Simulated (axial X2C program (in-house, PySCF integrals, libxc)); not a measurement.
# Which molecule has these constants?

Calculated with an in-house relativistic program for diatomic molecules, spin-free (one-electron X2C) or two-component (2c: spin–orbit coupling with atomic mean-field Coulomb and Gaunt terms, which also bring small scalar terms), in Dyall basis sets with cores contracted in-house; open shells are unrestricted.

A two-component PBE0 calculation in a Dyall 3-zeta basis gave Re = 2.534 Å, ωe = 218.9 cm⁻¹, dipole magnitude 1.95 D, Ω = 3/2.

Which molecule is it?
A. NbSn
B. TcSn
C. SrSn
D. InSn
E. ZrSn

B. The others have ZrSn 2.772 Å and 210.2 cm⁻¹ (Ω = 4); NbSn 2.697 Å and 218.7 cm⁻¹ (Ω = 5/2); InSn 2.841 Å and 145.8 cm⁻¹ (Ω = 3/2); SrSn 3.156 Å and 135.0 cm⁻¹ (Ω = 1).

Each entry is the lowest single determinant of a limited PBE0 search at one distance. De goes to single-determinant-based atoms at the same level (for ions the charge split of lowest energy) and is withheld (n/a) where an atom does not fit its ground term or J level. Main or longest-lived isotopes. One determinant is a doubtful description, or other states lie close, for TcSn, ZrSn, NbSn, InSn, SrSn; these need not be ground states, and all values refer to the states named. Some open-shell Ω = 0 determinants are out of reach, so the Ω given for ZrSn, SrSn need not be the lowest component. With several unpaired electrons the Ω given is that of one determinant, not necessarily of the lowest component. The functionals have no current term, which raises determinants with orbital currents.
